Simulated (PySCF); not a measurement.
PySCF job for C2H10O2Si2, SMILES CC([SiH2]O)[SiH2]O, B3LYP-D3(BJ)/def2-SVP. Geometry optimised at B3LYP-D3(BJ)/def2-SVP. This is a generated structure with no PubChem entry under its InChIKey; it may be hypothetical. One conformer was computed; it need not be the lowest.

```python
import numpy as np
from pyscf import gto, scf, dft, df
from pyscf.hessian import thermo

mol = gto.M(
    atom='''
    C    -0.19555580    0.18937038    1.95923640
    C     0.03092035   -0.51651623    0.60410837
    Si    1.25974868    0.44400316   -0.46220250
    O     2.74297274    0.59901819    0.30403084
    Si   -1.56329068   -0.84893936   -0.34966378
    O    -1.96267319    0.45661814   -1.32400468
    H     0.75694610    0.38082148    2.47917575
    H    -0.83460592   -0.40450671    2.63255632
    H    -0.68642850    1.16857951    1.82430225
    H     0.48486149   -1.51293922    0.77723314
    H     0.79135583    1.84200463   -0.64370802
    H     1.40687518   -0.24149698   -1.78151102
    H     3.26197564   -0.20564767    0.41637830
    H    -1.38870683   -1.98640124   -1.28942712
    H    -2.66138621   -1.15372951    0.62151670
    H    -2.13588264    1.30020724   -0.89066601
    ''',
    basis='def2-SVP',
    charge=0,
    spin=0,
    max_memory=1600,
    verbose=3,
)
mf = dft.RKS(mol, xc='b3lyp').density_fit(auxbasis='def2-universal-jkfit')
mf.disp = 'd3bj'
mf.grids.level = 3
mf.conv_tol = 1e-11
mf.max_cycle = 100
mf.kernel()

# analytic Hessian; the response equations are solved on a coarser grid
h, args, fine = mf.Hessian(), (mf.mo_energy, mf.mo_coeff, mf.mo_occ), mf.grids
h.max_memory = max(150, 2.5e-5 * df.make_auxmol(mol, mf.with_df.auxbasis).nao * mol.nelec[0] * (mol.nelec[0] + mol.nao))  # MB; small integral blocks
h1ao = h.make_h1(mf.mo_coeff, mf.mo_occ)
mf.grids = dft.Grids(mol).set(level=1).build(with_non0tab=True)
mo1, mo_e1 = h.solve_mo1(*args, h1ao)
mf.grids = fine
hess = h.hess_elec(*args, mo1, mo_e1, h1ao) + h.hess_nuc()
if mf.do_disp():
    hess += h.get_dispersion()
for i in range(mol.natm):  # the analytic DFT Hessian lacks the response of the grid: restore translational invariance
    hess[i, i] -= hess[i].sum(axis=0)
hess = (hess + hess.transpose(1, 0, 3, 2)) / 2
vib = thermo.harmonic_analysis(mol, hess, imaginary_freq=False)
thermo.dump_normal_mode(mol, vib)
th = thermo.thermo(mf, vib['freq_au'][vib['freq_au'] > 0], 298.15, 101325)
thermo.dump_thermo(mol, th)
g0 = mf.nuc_grad_method().set(verbose=0).kernel()

# dipole derivatives [dipole axis, atom, xyz] from the same response
r, irp = mol.intor('int1e_r'), mol.intor('int1e_irp').reshape(3, 3, mol.nao, mol.nao)
sl, dm0, ok = mol.aoslice_by_atom(), np.array(mf.make_rdm1()), []
dmu = np.einsum('a,xt->xat', mol.atom_charges(), np.eye(3))
for a, (_, _, p0, p1) in enumerate(sl):
    dmu[:, a] += 2 * np.einsum('xtij,ij->xt', irp[:, :, :, p0:p1], dm0.reshape(-1, mol.nao, mol.nao).sum(0)[:, p0:p1])
    for u, c, occ, f in [(mo1, mf.mo_coeff, mf.mo_occ, 4)]:
        dmu[:, a] -= f * np.einsum('tui,xuv,vi->xt', u[a], r, c[:, occ > 0], optimize=True)
L = vib['norm_mode']
ir = 974.8801 * (np.einsum('xat,kat->kx', dmu, L) ** 2).sum(1)       # km/mol
apt = np.einsum('xax->a', dmu) / 3
print('mode   freq/cm-1   IR/(km/mol)')
for k, w in enumerate(vib['freq_wavenumber']):
    print(f'{k + 1:4d} {w:11.2f} {ir[k]:13.3f}')
print('max |gradient| / (hartree/bohr):', abs(g0).max())
print('APT charges:', apt.round(4))
```

It prints:

```
[...]
      13   H                 0.02 -0.14  0.18   -0.06  0.13 -0.20    0.13  0.01  0.03
      14   H                 0.12 -0.20  0.06   -0.12  0.24 -0.05   -0.02 -0.01 -0.02
      15   H                 0.02 -0.04  0.05   -0.00  0.04 -0.06    0.01 -0.01  0.01
Mode                                27                  28                  29
Irrep
Freq [cm^-1]                     1127.3977           1259.2864           1396.9790
Reduced mass [au]                   1.7276              1.3824              1.1909
Force const [Dyne/A]                1.2938              1.2916              1.3693
Char temp [K]                    1622.0742           1811.8327           2009.9418
Normal mode                   x     y     z       x     y     z       x     y     z
       0   C                -0.09 -0.05  0.00   -0.04  0.07 -0.05    0.02 -0.05 -0.10
       1   C                 0.15  0.07 -0.00    0.02 -0.02  0.12   -0.00  0.00  0.00
       2  Si                -0.02 -0.00  0.00    0.01 -0.00 -0.00   -0.00 -0.00 -0.00
       3   O                 0.00 -0.00  0.00   -0.00 -0.00 -0.00    0.00  0.00  0.00
       4  Si                -0.01 -0.01  0.00   -0.00 -0.01 -0.00    0.00 -0.00  0.00
       5   O                 0.00 -0.00  0.00    0.00  0.00  0.00   -0.00  0.00 -0.00
       6   H                 0.13 -0.07 -0.38    0.03 -0.21 -0.06   -0.28  0.21  0.39
       7   H                 0.09  0.16  0.35    0.14 -0.16 -0.09    0.06  0.38  0.35
       8   H                 0.19  0.09 -0.02   -0.03  0.11  0.23    0.02  0.05  0.53
       9   H                -0.35 -0.15  0.03    0.03 -0.16 -0.70   -0.00  0.00 -0.02
      10   H                 0.08  0.03 -0.01   -0.03 -0.01  0.00    0.01 -0.00  0.00
      11   H                 0.10  0.03  0.00    0.00  0.02 -0.02    0.01  0.02 -0.01
      12   H                 0.03  0.01  0.01   -0.00 -0.00 -0.00   -0.00 -0.00 -0.00
      13   H                 0.03  0.02 -0.04   -0.02 -0.00 -0.01   -0.02 -0.00 -0.00
      14   H                -0.07  0.05 -0.05    0.01  0.01  0.02    0.00  0.00 -0.01
      15   H                -0.00  0.01 -0.01   -0.00  0.00 -0.00   -0.00  0.00 -0.01
Mode                                30                  31                  32
Irrep
Freq [cm^-1]                     1470.3972           1482.9075           2186.2979
Reduced mass [au]                   1.0422              1.0404              1.0403
Force const [Dyne/A]                1.3276              1.3479              2.9298
Char temp [K]                    2115.5742           2133.5737           3145.5959
Normal mode                   x     y     z       x     y     z       x     y     z
       0   C                 0.05  0.00  0.01   -0.00 -0.04  0.02   -0.00 -0.00 -0.00
       1   C                 0.02  0.00  0.01   -0.00 -0.01  0.01    0.00 -0.00 -0.00
       2  Si                 0.00 -0.00  0.00    0.00  0.00  0.00   -0.00 -0.00 -0.00
       3   O                -0.00  0.00 -0.00   -0.00 -0.00 -0.00    0.00  0.00  0.00
       4  Si                -0.00 -0.00 -0.00   -0.00 -0.00  0.00    0.02  0.01 -0.02
       5   O                 0.00 -0.00 -0.00    0.00  0.00  0.00    0.00  0.00 -0.00
       6   H                 0.22 -0.19 -0.28    0.06  0.61 -0.33   -0.00  0.00  0.00
       7   H                -0.45  0.41 -0.09   -0.33 -0.08 -0.35    0.00  0.00  0.00
       8   H                -0.54 -0.25  0.24    0.31  0.18  0.33    0.00 -0.00  0.00
       9   H                -0.01 -0.02 -0.03    0.01 -0.02 -0.06    0.00  0.00  0.00
      10   H                 0.00 -0.00  0.00   -0.00 -0.00 -0.00    0.01 -0.02  0.00
      11   H                 0.00  0.01 -0.00   -0.01 -0.00  0.00   -0.00  0.01  0.02
      12   H                -0.00 -0.00  0.00    0.00 -0.00 -0.00   -0.00 -0.00 -0.00
      13   H                 0.01  0.00 -0.00    0.00  0.00 -0.00    0.01 -0.00 -0.01
      14   H                -0.01 -0.01 -0.00   -0.00  0.00  0.00   -0.72 -0.20  0.64
      15   H                -0.00 -0.00  0.00   -0.00  0.00 -0.01    0.00  0.00 -0.00
Mode                                33                  34                  35
Irrep
Freq [cm^-1]                     2205.0588           2252.2741           2252.9525
Reduced mass [au]                   1.0396              1.0397              1.0424
Force const [Dyne/A]                2.9782              3.1076              3.1175
Char temp [K]                    3172.5887           3240.5210           3241.4971
Normal mode                   x     y     z       x     y     z       x     y     z
       0   C                 0.00  0.00  0.00   -0.00  0.00  0.00   -0.00  0.00 -0.00
       1   C                -0.00 -0.00 -0.00    0.00  0.00  0.00    0.00 -0.00 -0.00
       2  Si                 0.00 -0.01 -0.03   -0.01  0.02 -0.00    0.01 -0.02  0.00
       3   O                -0.00 -0.00 -0.00   -0.00 -0.00 -0.00    0.00 -0.00  0.00
       4  Si                -0.00  0.00  0.00    0.00 -0.02 -0.02    0.00 -0.02 -0.01
       5   O                 0.00 -0.00  0.00   -0.00 -0.00  0.00    0.00  0.00 -0.00
       6   H                -0.00 -0.00  0.00    0.00 -0.00 -0.00   -0.00 -0.00 -0.00
       7   H                -0.00 -0.00 -0.00    0.00 -0.00  0.00    0.00  0.00  0.00
       8   H                -0.00  0.00  0.00    0.00  0.00 -0.00    0.00 -0.00  0.00
       9   H                 0.00 -0.00 -0.00    0.00 -0.00 -0.00   -0.00 -0.01  0.00
      10   H                 0.02 -0.03 -0.01    0.22 -0.64  0.08   -0.22  0.66 -0.09
      11   H                -0.10  0.45  0.86   -0.00  0.03  0.03   -0.01  0.03  0.07
      12   H                -0.00  0.00 -0.00   -0.00  0.00 -0.00    0.00 -0.00  0.00
      13   H                 0.01 -0.06 -0.05   -0.08  0.54  0.45   -0.08  0.52  0.43
      14   H                 0.02  0.01 -0.01    0.01 -0.00 -0.01   -0.01 -0.01  0.00
      15   H                -0.00  0.00 -0.00    0.00 -0.00 -0.00   -0.00 -0.00 -0.00
Mode                                36                  37                  38
Irrep
Freq [cm^-1]                     3001.1496           3016.0682           3089.2146
Reduced mass [au]                   1.0821              1.0359              1.1022
Force const [Dyne/A]                5.7426              5.5522              6.1972
Char temp [K]                    4317.9860           4339.4506           4444.6921
Normal mode                   x     y     z       x     y     z       x     y     z
       0   C                 0.00 -0.01  0.00    0.01 -0.03 -0.04    0.03 -0.07  0.05
       1   C                -0.03  0.07 -0.01    0.00 -0.00  0.00    0.00 -0.01  0.00
       2  Si                -0.00  0.00  0.00   -0.00 -0.00  0.00    0.00 -0.00 -0.00
       3   O                 0.00 -0.00  0.00    0.00  0.00  0.00   -0.00  0.00 -0.00
       4  Si                 0.00  0.00  0.00    0.00 -0.00  0.00   -0.00 -0.00 -0.00
       5   O                -0.00 -0.00 -0.00   -0.00  0.00 -0.00   -0.00  0.00 -0.00
       6   H                -0.02 -0.00 -0.01    0.45  0.08  0.23   -0.35 -0.08 -0.18
       7   H                 0.02  0.01 -0.01   -0.31 -0.30  0.32    0.29  0.25 -0.28
       8   H                -0.03  0.07 -0.01   -0.28  0.56 -0.09   -0.32  0.63 -0.09
       9   H                 0.39 -0.86  0.16   -0.01  0.02 -0.01   -0.03  0.07 -0.01
      10   H                 0.00 -0.00 -0.00    0.00  0.00 -0.00   -0.00  0.00  0.00
      11   H                 0.00 -0.00 -0.00    0.00  0.00 -0.00   -0.00  0.00  0.00
      12   H                 0.00  0.00 -0.00   -0.00 -0.00  0.00   -0.00  0.00  0.00
      13   H                -0.00 -0.01 -0.00   -0.00 -0.00 -0.00    0.00  0.00 -0.00
      14   H                -0.00 -0.00 -0.00   -0.00 -0.00  0.00    0.00  0.00 -0.00
      15   H                 0.00  0.00  0.00   -0.00  0.00 -0.00   -0.00  0.00 -0.00
Mode                                39                  40                  41
Irrep
Freq [cm^-1]                     3100.6194           3874.3816           3875.9539
Reduced mass [au]                   1.1049              1.0670              1.0670
Force const [Dyne/A]                6.2584              9.4364              9.4447
Char temp [K]                    4461.1009           5574.3725           5576.6347
Normal mode                   x     y     z       x     y     z       x     y     z
       0   C                 0.08  0.04 -0.00    0.00 -0.00 -0.00    0.00 -0.00 -0.00
       1   C                 0.00  0.00  0.00   -0.00  0.00 -0.00    0.00 -0.00  0.00
       2  Si                 0.00  0.00  0.00   -0.00 -0.00 -0.00   -0.00 -0.00 -0.00
       3   O                -0.00 -0.00 -0.00    0.03 -0.05  0.01    0.00 -0.01  0.00
       4  Si                 0.00 -0.00 -0.00    0.00  0.00 -0.00    0.00 -0.00  0.00
       5   O                -0.00 -0.00  0.00    0.00 -0.01 -0.00   -0.01  0.05  0.02
       6   H                -0.61 -0.11 -0.33    0.00  0.00 -0.00    0.00  0.00  0.00
       7   H                -0.36 -0.35  0.39   -0.00 -0.00  0.00   -0.00  0.00  0.00
       8   H                 0.00  0.03 -0.01   -0.00  0.00 -0.00   -0.00  0.00  0.00
       9   H                -0.00 -0.00  0.00    0.00 -0.00 -0.00    0.00 -0.00  0.00
      10   H                -0.00 -0.00 -0.00   -0.00  0.00  0.00    0.00  0.00  0.00
      11   H                -0.00 -0.00  0.00   -0.00 -0.00 -0.00    0.00  0.00 -0.00
      12   H                 0.00 -0.00  0.00   -0.53  0.79 -0.12   -0.07  0.11 -0.02
      13   H                -0.00 -0.00  0.00   -0.00  0.00  0.00    0.00 -0.00 -0.00
      14   H                -0.00 -0.00  0.00   -0.00  0.00 -0.00    0.00 -0.00  0.00
      15   H                 0.00  0.00 -0.00   -0.02  0.12  0.06    0.18 -0.85 -0.41
temperature 298.1500 [K]
pressure 101325.00 [Pa]
Rotational constants [GHz] 3.57802 1.31482 1.10818
Symmetry number 1
Zero-point energy (ZPE) 0.11785 [Eh]   309415.430 [J/mol]
                           tot       elec      trans        rot        vib
Entropy [J/mol/K]       408.660      0.000    168.688    119.298    120.675
Cv [J/mol/K]            148.484      0.000     12.472     12.472    123.540
Cp [J/mol/K]            156.798      0.000     20.786     12.472    123.540
Internal energy [J/mol]                      3718.434   3718.434 328439.558
Internal energy [Eh]   -811.32668  -811.45461
Enthalpy [J/mol]                             6197.391   3718.434 328439.558
Enthalpy [Eh]          -811.32574
Gibbs free energy [J/mol]                  -44096.833 -31850.163 292460.433
Gibbs free energy [Eh] -811.37214
mode   freq/cm-1   IR/(km/mol)
   1       45.45         1.136
   2       78.59         5.211
   3      114.43         3.456
   4      170.94         6.604
   5      190.36        93.084
   6      205.86        10.823
   7      223.50        26.057
   8      242.74        84.495
   9      293.46        37.517
  10      366.87        26.370
  11      557.42         8.259
  12      595.50        24.238
  13      633.70        87.931
  14      720.90         9.186
  15      738.21        91.927
  16      769.49       105.744
  17      816.98        73.009
  18      829.79       189.421
  19      883.74         3.852
  20      892.22        42.661
  21      902.90       138.588
  22      913.53       301.791
  23      948.07       117.022
  24      958.93        45.137
  25      985.89       140.067
  26     1011.54        47.512
  27     1048.24        33.699
  28     1127.40        46.130
  29     1259.29         1.984
  30     1396.98         0.779
  31     1470.40         5.641
  32     1482.91         7.764
  33     2186.30       171.669
  34     2205.06       116.839
  35     2252.27        50.642
  36     2252.95       198.353
  37     3001.15         7.948
  38     3016.07        33.105
  39     3089.21        23.899
  40     3100.62        15.725
  41     3874.38        98.486
  42     3875.95        54.704
max |gradient| / (hartree/bohr): 4.395129579783043e-05
APT charges: [ 0.0886 -0.6303  1.4473 -0.8575  1.4207 -0.82   -0.013  -0.0267 -0.0145
 -0.021  -0.2735 -0.3023  0.2995 -0.2785 -0.3175  0.2988]
```

The run converged.

Cost: about 6 core-minutes (a rough figure).
